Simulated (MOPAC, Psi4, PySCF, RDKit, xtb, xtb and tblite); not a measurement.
Two geometries of C4H13NSi, SMILES CC(C)C[SiH2]N, singlet, relaxed at GFN2-xTB with one dihedral held; other torsions can differ between them too.

Structure A

```
19

C      2.9240     2.4841     0.2873
C      3.8629     1.3016     0.0745
C      5.2884     1.6949     0.4645
C      3.4120     0.0812     0.8780
Si     1.7745    -0.7129     0.3317
N      2.0099    -1.2010    -1.3052
H      1.9231     2.2476    -0.0617
H      2.8701     2.7387     1.3444
H      3.2802     3.3564    -0.2574
H      3.8557     1.0412    -0.9896
H      5.9800     0.8740     0.2846
H      5.6228     2.5549    -0.1128
H      5.3328     1.9536     1.5211
H      3.3395     0.3648     1.9300
H      4.1973    -0.6772     0.8250
H      1.4805    -1.8066     1.2781
H      0.6241     0.1913     0.3010
H      1.2419    -1.6226    -1.8011
H      2.8712    -1.6568    -1.5605
```

Structure B

```
19

C     -0.1855    -2.8188     2.0130
C      0.6854    -1.8410     2.7952
C      0.9756    -2.4002     4.1882
C      1.9898    -1.5484     2.0556
Si     1.7673    -0.7033     0.3685
N      3.1848     0.2557     0.1482
H     -0.4688    -2.3972     1.0521
H      0.3551    -3.7466     1.8356
H     -1.0925    -3.0521     2.5677
H      0.1334    -0.9014     2.9104
H      1.5743    -1.7000     4.7671
H      0.0502    -2.5873     4.7296
H      1.5233    -3.3381     4.1125
H      2.5384    -2.4860     1.9388
H      2.6072    -0.9064     2.6873
H      1.5349    -1.7154    -0.6797
H      0.6625     0.2588     0.3604
H      3.2595     0.8089    -0.6896
H      4.0826    -0.1456     0.3668
```

### Question
Which is lower in energy at the level B3LYP-D3(BJ)/def2-SVP // GFN2-xTB (Psi4), and by how much?

### Answer
A is lower, by 4.37 kJ/mol (dihedral C2–C4–Si5–N6: 60° in A, 150° in B).

E(B) − E(A) in kJ/mol at the other levels, on the same two geometries: GFN2-xTB (xtb and tblite) -1.08; MMFF94 // GFN2-xTB (RDKit) 3.75; B3LYP/def2-SVP // GFN2-xTB (Psi4) 3.63; PBE/def2-SVP // GFN2-xTB (Psi4) 3.69; PBE-D3(BJ)/def2-SVP // GFN2-xTB (Psi4) 4.22; UFF // GFN2-xTB (RDKit) 0.82; PM7, restricted, heats of formation // GFN2-xTB (MOPAC) 4.00; PM6, restricted, heats of formation // GFN2-xTB (MOPAC) 2.01; GFN1-xTB // GFN2-xTB (xtb) 2.22; restricted B3LYP/6-31G*, spherical d, density fitting // GFN2-xTB (PySCF) 2.76; restricted B3LYP/3-21G // GFN2-xTB (PySCF) 4.61; restricted B3LYP/6-311+G**, spherical d, density fitting // GFN2-xTB (PySCF) 2.77; restricted BP86/6-31G*, spherical d, density fitting // GFN2-xTB (PySCF) 2.63.
